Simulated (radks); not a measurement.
Values are calculated unless marked as measured or tabulated.
Eu15+, 48 electrons, occupied as [Kr] 4d10 4f2. Level of theory: scalar-relativistic Kohn-Sham, r2SCAN, spin-polarised, spherical densities, finite nucleus; open shells are filled with parallel spins first (spin-orbit coupling, left out, can overturn this in heavy ions); meta-GGA in the generalised Kohn-Sham scheme; Fermi nuclear charge, rms radius 5.1115 fm (a radial shooting solver on a logarithmic mesh with Libxc functionals).

Normalised radial functions P(r) = r R(r), r in bohr:

```
   r/bohr * 4f down (the largest magnitude, 1.27, reaches the edge; | marks zero)
 0.002015 *
 0.002309 *
 0.002624 *
 0.003006 *
 0.003417 *
 0.003914 *
 0.004485 *
 0.005097 *
 0.005839 *
 0.006637 *
 0.007604 *
 0.008711 *
 0.009901 *
  0.01134 *
  0.01289 *
  0.01477 *
  0.01692 *
  0.01923 *
  0.02204 *
  0.02504 *
  0.02869 *
  0.03261 *
  0.03736 *
   0.0428 *
  0.04865 *
  0.05574 |*
  0.06335 |*
  0.07258 | *
  0.08315 | *
   0.0945 |  *
   0.1083 |    *
   0.1231 |      *
    0.141 |        *
   0.1602 |            *
   0.1836 |                *
   0.2103 |                     *
    0.239 |                          *
   0.2739 |                                 *
   0.3113 |                                       *
   0.3566 |                                             *
   0.4086 |                                                 *
   0.4643 |                                                     *
    0.532 |                                                      *
   0.6046 |                                                     *
   0.6927 |                                                 *
   0.7936 |                                           *
    0.902 |                                    *
    1.033 |                            *
    1.175 |                    *
    1.346 |             *
    1.529 |        *
    1.752 |    *
    2.007 | *
    2.282 |*
    2.614 *
    2.971 *
    3.404 *
```

4f down (empty): eigenvalue -290.80 eV, 0 radial nodes, <r> = 0.659 bohr, 90 % of the charge inside 1.02 bohr.
